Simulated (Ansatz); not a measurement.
Geometry optimisation, RHF/def2-SVP (Ansatz 0.2.0).

The input (input.yaml):

```yaml
crystal:
  periodic: [false, false, false]
  atoms:
    - { symbol: Sn, position_ang: [-1.440619, 0.384251, -0.187252] }
    - { symbol: S, position_ang: [1.354689, -1.724218, 1.143583] }
    - { symbol: H, position_ang: [-1.944517, -1.178191, -0.619143] }
    - { symbol: H, position_ang: [-1.156406, 0.496643, 1.481099] }
    - { symbol: H, position_ang: [-2.675164, 1.492797, -0.575864] }
    - { symbol: H, position_ang: [1.500855, -0.691738, 0.289044] }
    - { symbol: P, position_ang: [0.534518, 1.022279, -1.553227] }
    - { symbol: H, position_ang: [1.366276, -0.951041, 2.229825] }
    - { symbol: H, position_ang: [1.382065, 1.417241, -0.495526] }
    - { symbol: H, position_ang: [1.078304, -0.268023, -1.712439] }
basis:
  gaussian: { orbitals: def2-SVP }
hamiltonian:
  xc: hf
relax:
  f_tol: 0.03
  max_steps: 50
```

Command:

```bash
$ ansatz run input.yaml --threads 2 --pin off --max-ram 3072MiB --backend cpu --events-out ev --progress --plain --runs-dir out
```

Question: Where does it end, and by what steps?

Answer: It converged. The force dipped under the threshold on the way, but the program's further checks kept it going. After 23 steps the energy has fallen by 0.288 eV; H6 moved furthest, 1.76 Å.

```json
{"step": "0", "energy less start (eV)": "0.0000", "largest force component (eV/Å)": "0.661", "accepted": "yes"}
{"step": "1", "energy less start (eV)": "-0.1384", "largest force component (eV/Å)": "0.280", "accepted": "yes"}
{"step": "2", "energy less start (eV)": "-0.1925", "largest force component (eV/Å)": "0.291", "accepted": "yes"}
{"step": "3", "energy less start (eV)": "-0.2223", "largest force component (eV/Å)": "0.153", "accepted": "yes"}
{"step": "4", "energy less start (eV)": "-0.2355", "largest force component (eV/Å)": "0.112", "accepted": "yes"}
{"step": "5", "energy less start (eV)": "-0.2469", "largest force component (eV/Å)": "0.057", "accepted": "yes"}
{"step": "6", "energy less start (eV)": "-0.2533", "largest force component (eV/Å)": "0.070", "accepted": "yes"}
{"step": "7", "energy less start (eV)": "-0.2376", "largest force component (eV/Å)": "0.817", "accepted": "no"}
{"step": "8", "energy less start (eV)": "-0.2591", "largest force component (eV/Å)": "0.049", "accepted": "yes"}
{"step": "9", "energy less start (eV)": "-0.2631", "largest force component (eV/Å)": "0.148", "accepted": "yes"}
{"step": "10", "energy less start (eV)": "-0.2616", "largest force component (eV/Å)": "0.365", "accepted": "no"}
{"step": "11", "energy less start (eV)": "-0.2680", "largest force component (eV/Å)": "0.086", "accepted": "yes"}
{"step": "12", "energy less start (eV)": "-0.2715", "largest force component (eV/Å)": "0.051", "accepted": "yes"}
{"step": "13", "energy less start (eV)": "-0.2736", "largest force component (eV/Å)": "0.200", "accepted": "yes"}
{"step": "14", "energy less start (eV)": "-0.2725", "largest force component (eV/Å)": "0.464", "accepted": "no"}
{"step": "15", "energy less start (eV)": "-0.2788", "largest force component (eV/Å)": "0.085", "accepted": "yes"}
{"step": "16", "energy less start (eV)": "-0.2822", "largest force component (eV/Å)": "0.027", "accepted": "yes"}
{"step": "17", "energy less start (eV)": "-0.2842", "largest force component (eV/Å)": "0.141", "accepted": "yes"}
{"step": "18", "energy less start (eV)": "-0.2852", "largest force component (eV/Å)": "0.099", "accepted": "yes"}
{"step": "19", "energy less start (eV)": "-0.2852", "largest force component (eV/Å)": "0.148", "accepted": "yes"}
{"step": "20", "energy less start (eV)": "-0.2873", "largest force component (eV/Å)": "0.040", "accepted": "yes"}
{"step": "21", "energy less start (eV)": "-0.2877", "largest force component (eV/Å)": "0.060", "accepted": "yes"}
{"step": "22", "energy less start (eV)": "-0.2882", "largest force component (eV/Å)": "0.036", "accepted": "yes"}
{"step": "23", "energy less start (eV)": "-0.2884", "largest force component (eV/Å)": "0.026", "accepted": "yes"}
```

```xyz
10
Properties=species:S:1:pos:R:3
Sn -1.622 0.535 -0.329
S 1.575 -2.205 1.368
H -2.214 -1.039 -0.625
H -1.135 0.682 1.305
H -2.865 1.673 -0.639
H 2.751 -1.647 1.071
P 0.268 1.005 -1.951
H 1.358 -1.412 2.419
H 0.670 2.214 -1.334
H 1.214 0.194 -1.284
```

Run time: 46 s on 2 threads of Intel(R) Xeon(R) Platinum 8259CL CPU @ 2.50GHz (Skylake/Cascade Lake), on a shared host, peak memory 0.23 GiB.
